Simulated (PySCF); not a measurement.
# [TaO2(OH)2]−: from a saddle point downhill

PySCF 2.14.0, RKS B3LYP, Ta def2-SVP with ECP60, O def2-SVP, H def2-SVP; non-relativistic Hamiltonian with scalar-relativistic core potentials where named; density fitting; no spin-orbit coupling. Relaxed within the symmetry of its start, the geometry (Cs) is

```xyz
7

Ta    0.0551    0.0551   -0.0978
O     1.7963   -0.1732    0.2854
O    -0.1732    1.7963    0.2854
O    -1.9821   -0.1646    0.2428
H    -2.3142    0.7297    0.3995
O    -0.1646   -1.9821    0.2428
H     0.7297   -2.3142    0.3995
```

and its lowest harmonic modes are -254, 140, 244, 269, 348, 504 cm⁻¹ (negative: unstable). It was moved along the lowest mode and relaxed again.

Q: Where does it end, and how much lower?

A: In C2, 3.424 eV lower, after 30 steps:
```xyz
7

Ta   -0.0310   -0.0488    0.2311
O     1.3571    0.0736    1.3489
O     0.0449    1.2339   -1.0102
O    -1.7395    0.1666    1.2419
H    -2.3816    0.7960    0.8942
O     0.0438   -1.8408   -0.6455
H     0.6897   -2.4698   -0.3029
```

Q: How do the contacts change?

A: 
```json
{"contact": "Ta1–O2 (O)", "saddle (Å)": "1.797", "end (Å)": "1.786"}
{"contact": "Ta1–O3 (O)", "saddle (Å)": "1.797", "end (Å)": "1.787"}
{"contact": "Ta1–O4 (OH)", "saddle (Å)": "2.077", "end (Å)": "1.997"}
{"contact": "Ta1–O6 (OH)", "saddle (Å)": "2.077", "end (Å)": "1.996"}
```


Q: Is the end a minimum?

A: Yes; lowest modes 156, 192, 203, 210, 234, 289 cm⁻¹.

State: singlet.
